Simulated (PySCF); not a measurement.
First SCF of a structure search on triplet Pd₃, at a hand-made linear chain geometry. PySCF input:

```python
from pyscf import gto, scf, dft
mol = gto.M(atom='''
Pd     0.000000     0.000000     0.000000
Pd     0.000000     0.000000     2.280000
Pd     0.000000     0.000000    -2.280000''',
    basis={'Pd': 'def2-TZVP'},
    ecp={'Pd': 'def2-TZVP'},
    charge=0, spin=2)
mf = dft.UKS(mol, xc='PBE0')
mf.grids.atom_grid = (50, 194)
aux = {'Pd': 'def2-universal-JKFIT'}
mf = mf.density_fit(auxbasis=aux)
mf.conv_tol = 1e-08
mf.diis_space = 10
mf.max_cycle = 60
mf.init_guess = '1e'
mf.verbose = 4
mf.kernel()
```

Excerpt of the output (cycles alone):

```
init E= -349.960096066808
cycle= 1 E= -277.825369461242  delta_E= 72.1  |g|= 12.9  |ddm|= 4.89e+03
cycle= 2 E= -354.832152118799  delta_E=  -77  |g|= 8.55  |ddm|= 4.89e+03
cycle= 3 E= -381.368284308949  delta_E= -26.5  |g|= 2.42  |ddm|= 18.6
cycle= 4 E= -369.983095327829  delta_E= 11.4  |g|= 5.61  |ddm|= 6.68
cycle= 5 E= -381.285801836984  delta_E= -11.3  |g|= 1.96  |ddm|= 8.41
cycle= 6 E= -382.749449950338  delta_E= -1.46  |g|=  1.4  |ddm|= 3.21
cycle= 7 E= -380.014460154178  delta_E= 2.73  |g|= 2.56  |ddm|= 2.35
cycle= 8 E= -383.349934862809  delta_E= -3.34  |g|= 0.685  |ddm|= 2.03
cycle= 9 E= -383.450081066623  delta_E= -0.1  |g|= 0.505  |ddm|= 1.06
cycle= 10 E= -383.581697326107  delta_E= -0.132  |g|= 0.0754  |ddm|= 0.49
cycle= 11 E= -383.580721879546  delta_E= 0.000975  |g|= 0.103  |ddm|= 0.124
cycle= 12 E= -383.582132296553  delta_E= -0.00141  |g|= 0.0836  |ddm|= 0.0433
cycle= 13 E= -383.58328998822  delta_E= -0.00116  |g|= 0.0643  |ddm|= 0.0646
cycle= 14 E= -383.585271838746  delta_E= -0.00198  |g|= 0.0253  |ddm|= 0.0862
cycle= 15 E= -383.585723548712  delta_E= -0.000452  |g|= 0.0237  |ddm|= 0.0576
cycle= 16 E= -383.585708045633  delta_E= 1.55e-05  |g|= 0.0224  |ddm|= 0.00485
cycle= 17 E= -383.585112322523  delta_E= 0.000596  |g|= 0.0251  |ddm|= 0.0878
cycle= 18 E= -383.585096598712  delta_E= 1.57e-05  |g|= 0.0254  |ddm|= 0.0423
cycle= 19 E= -383.584988112369  delta_E= 0.000108  |g|= 0.0224  |ddm|= 0.0287
cycle= 20 E= -383.584802209092  delta_E= 0.000186  |g|= 0.0145  |ddm|= 0.0707
cycle= 21 E= -383.584644016149  delta_E= 0.000158  |g|= 0.00925  |ddm|= 0.0797
cycle= 22 E= -383.584630060078  delta_E= 1.4e-05  |g|= 0.00198  |ddm|= 0.0537
cycle= 23 E= -383.584631291672  delta_E= -1.23e-06  |g|= 0.00152  |ddm|= 0.0151
cycle= 24 E= -383.584633670471  delta_E= -2.38e-06  |g|= 0.000915  |ddm|= 0.00917
cycle= 25 E= -383.584634205203  delta_E= -5.35e-07  |g|= 0.000701  |ddm|= 0.00465
cycle= 26 E= -383.584634651878  delta_E= -4.47e-07  |g|= 0.000226  |ddm|= 0.00474
cycle= 27 E= -383.584634519625  delta_E= 1.32e-07  |g|= 0.000174  |ddm|= 0.00229
cycle= 28 E= -383.584634594807  delta_E= -7.52e-08  |g|= 7.71e-05  |ddm|= 0.00113
cycle= 29 E= -383.584634602725  delta_E= -7.92e-09  |g|= 6.66e-05  |ddm|= 0.00021
Extra cycle  E= -383.58463466994  delta_E= -6.72e-08  |g|= 0.000189  |ddm|= 0.000759
converged SCF energy = -383.58463466994  <S^2> = 2.0260271  2S+1 = 3.0173015
```

This is not the lowest solution: another start and a stability analysis within the same unrestricted form found one 71.2 kJ/mol lower, at -383.61176 Eh.

Open d and f shells are described by one determinant, and the ground state may have another occupation or spin.

The search for the lowest solution, 3 starts and the stability check together, took 56 s on 2 threads of a shared AMD EPYC 7R43 64-Core (Zen 3) host, with 120 basis functions; the process peaked at 0.54 GiB.
